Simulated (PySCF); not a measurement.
# How methods differ on the excitation energy of Si⁺

Si⁺ [Ne] 3s2 3p1 (2P) → Si⁺ [Ne] 3s2 3d1 (2D), as a difference of total energies. Computed with PySCF 2.14 in aug-cc-pCVQZ-DK, with the spin-free X2C one-electron Hamiltonian (Gaussian nucleus). Correlated levels: valence: [Ne] frozen; valence and next inner shell: 1s2 frozen; nothing frozen. The calculations carry no spin-orbit coupling.

```
                                method  excitation energy (eV)
                                   UHF                   8.984
                                   PBE                   8.121
                                  PBE0                   8.416
                                r2SCAN                   8.475
                                   M06                   8.216
                                  TPSS                   8.328
                               r2SCAN0                   8.648
                         MP2 (valence)                   8.738
                     SCS-MP2 (valence)                   8.738
    MP2 (valence and next inner shell)                   8.731
SCS-MP2 (valence and next inner shell)                   8.736
                   MP2 (all electrons)                   8.734
```

Question: Estimate what LDA gives.

Answer: 8.206 eV, closest to M06 among the rows shown.

Question: Estimate what SCS-MP2 (all electrons) gives.

Answer: 8.738 eV, closest to SCS-MP2 (valence) among the rows shown.

For comparison: 9.814 eV (measured; NIST levels, between the centres of gravity of the two terms).
